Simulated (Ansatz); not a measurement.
Total energies of C$_{3}$H$_{6}$OSi, SMILES `C#C[SiH2]CO`.

```xyz
11

C    -2.3494   -0.1045   -0.9682
C    -1.2746   -0.5120   -0.5999
Si    0.3856   -1.0169   -0.0163
C     1.1262    0.5241    0.7879
O     1.0327    1.6524   -0.0655
H    -3.3035    0.2389   -1.2980
H     0.2492   -2.1362    0.9518
H     1.1797   -1.4565   -1.1897
H     0.6476    0.7081    1.7606
H     2.1895    0.3648    0.9871
H     0.1170    1.7375   -0.3499
```

Charge 0, multiplicity 1. The geometry is a stationary point of PBE0-D4/def2-TZVP. It is one conformer, not always the lowest. Basis def2-TZVPP, the Gaussian-basis code of Ansatz.

RPA on PBE orbitals: Hartree–Fock energy of these orbitals -480.85916 Eh, correlation -1.37409 Eh (frozen core).

| functional | energy without D4 (Eh) | D4 term (kJ/mol) |
| --- | --- | --- |
| LDA (SPW92) | -479.84859 | – |
| PBE | -482.26676 | -21.3 |
| revPBE | -482.53930 | -65.1 |
| BLYP | -482.59242 | -46.7 |
| r2SCAN | -482.52050 | -5.4 |
| B3LYP | -482.68793 | -34.2 |
| r2SCANh | -482.50824 | -5.7 |
| r2SCAN0 | -482.49095 | -6.3 |
| HSE06 (plane-wave form) | -482.28978 | -16.8 |
| BHLYP | -482.54828 | -25.7 |
| CAM-B3LYP | -482.57369 | -18.3 |
| LC-ωPBE | -482.43508 | – |
| ωB97X-V | -482.55182 | – |
| ωB97M-V | -482.56022 | – |

Give the same for B97M-V, PBE0, B2PLYP, PBE-QIDH. (Best estimate.)

The calculation gave: 
| functional | energy without D4 (Eh) | D4 term (kJ/mol) |
| --- | --- | --- |
| B97M-V | -482.56347 | – |
| PBE0 | -482.30672 | -18.0 |
| B2PLYP | -482.38562 | – |
| PBE-QIDH | -482.19363 | – |

B3LYP takes the VWN-RPA correlation (the form of Gaussian; ORCA's B3LYP/G). HSE06 is the plane-wave form, built on full-range PBE exchange. The double hybrids freeze the cores in their second-order part.

LC-ωPBE has ω = 0.4 bohr⁻¹.
